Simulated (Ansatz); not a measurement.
Total energies of C$_{2}$H$_{4}$AlN (`N#C[CH2][AlH2]`).

```xyz
8

N    -2.048   -0.838    0.934
C    -1.059   -0.880    0.339
C     0.195   -0.761   -0.358
Al    0.557    1.155    0.043
H     0.064   -0.966   -1.421
H     0.936   -1.442    0.064
H     1.358    1.494    1.361
H    -0.003    2.237   -0.962
```

The species carries charge 0 and has multiplicity 1. Geometry: relaxed with PBE0-D4/def2-TZVP. Basis def2-TZVPP, Ansatz.

RPA on PBE orbitals: Hartree–Fock energy of these orbitals -374.42887 Eh, correlation -0.97502 Eh (frozen core).

```json
{"functional": "revPBE", "energy without D4 (Eh)": "-375.73796", "D4 term (kJ/mol)": "-40.9"}
{"functional": "BLYP", "energy without D4 (Eh)": "-375.78677", "D4 term (kJ/mol)": "-29.7"}
{"functional": "r2SCAN", "energy without D4 (Eh)": "-375.71899", "D4 term (kJ/mol)": "-3.2"}
{"functional": "PBE0", "energy without D4 (Eh)": "-375.54768", "D4 term (kJ/mol)": "-11.3"}
{"functional": "r2SCAN0", "energy without D4 (Eh)": "-375.69540", "D4 term (kJ/mol)": "-3.8"}
{"functional": "HSE06 (plane-wave form)", "energy without D4 (Eh)": "-375.53418", "D4 term (kJ/mol)": "-10.5"}
{"functional": "CAM-B3LYP", "energy without D4 (Eh)": "-375.76360", "D4 term (kJ/mol)": "-11.5"}
{"functional": "LC-ωPBE", "energy without D4 (Eh)": "-375.64596", "D4 term (kJ/mol)": "–"}
{"functional": "ωB97M-V", "energy without D4 (Eh)": "-375.75718", "D4 term (kJ/mol)": "–"}
{"functional": "B2PLYP", "energy without D4 (Eh)": "-375.60194", "D4 term (kJ/mol)": "–"}
```

(1) Give the same for LDA (SPW92), PBE, B97M-V, B3LYP, r2SCANh, BHLYP, ωB97X-V, PBE-QIDH. (An estimate is asked.)

B3LYP takes the VWN-RPA correlation (the form of Gaussian; ORCA's B3LYP/G). HSE06 is the plane-wave form, built on full-range PBE exchange. The double hybrids freeze the cores in their second-order part.

Results:

(1) Ansatz gave: 
```tsv
functional	energy without D4 (Eh)	D4 term (kJ/mol)
LDA (SPW92)	-373.58353	–
PBE	-375.51724	-13.4
B97M-V	-375.76820	–
B3LYP	-375.85676	-21.7
r2SCANh	-375.70921	-3.4
BHLYP	-375.74836	-16.8
ωB97X-V	-375.74567	–
PBE-QIDH	-375.43896	–
```

LC-ωPBE has ω = 0.4 bohr⁻¹.
